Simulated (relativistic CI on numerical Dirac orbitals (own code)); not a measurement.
## Pt³⁺: 4d photoemission

Computed with this model: Dirac-Coulomb-Breit CI, KLI orbitals optimised for each configuration, model QED (radiative potential, 1s self-energy scaled to tabulated hydrogen-like ionisation energies), valence Slater integrals scaled by 0.9, multiplet model of photoemission in the sudden approximation; configurations [Xe] 4f14 5d7 → [Kr] 4d9 4f14 5s2 5p6 5d7; 300 K; Lorentzian 2.45 eV and Gaussian 0.6 eV FWHM. Energies are those of the free ion, without screening or charge transfer. The energies are binding energies and can lie tens of eV above those of solids. S is read from ⟨S²⟩ = S(S + 1).

Field parameters in Wybourne normalisation: Oh B⁴₀ = 21Dq, B⁴₄ = √(5/14) B⁴₀. The field is a parameter set, without covalency.

free ion: ground-state S = 1.39, centroid 370.27 eV. Peaks (eV, height): 362.8 (100), 380.8 (75).

Oh, 10Dq = 19350 cm⁻¹: ground-state S = 0.91, centroid 370.42 eV. Peaks (eV, height): 363.0 (100), 380.8 (71).

Oh, 10Dq = 31700 cm⁻¹: ground-state S = 0.63, centroid 370.54 eV. Peaks (eV, height): 363.4 (100), 380.8 (70).

Strongest unbroadened transitions for free ion:

| Energy (eV) | Relative strength |
| --- | --- |
| 362.49 | 100.0 |
| 362.59 | 43.3 |
| 362.85 | 65.9 |
| 362.90 | 85.5 |
| 363.01 | 23.9 |
| 363.84 | 20.0 |
| 365.32 | 4.2 |
| 365.49 | 6.9 |
| 366.06 | 19.5 |
| 366.68 | 6.2 |
| 367.61 | 5.1 |
| 380.34 | 37.3 |
| 380.65 | 51.5 |
| 380.75 | 82.9 |
| 380.76 | 63.0 |
| 381.01 | 5.8 |
| 381.43 | 3.7 |
| 381.46 | 7.8 |
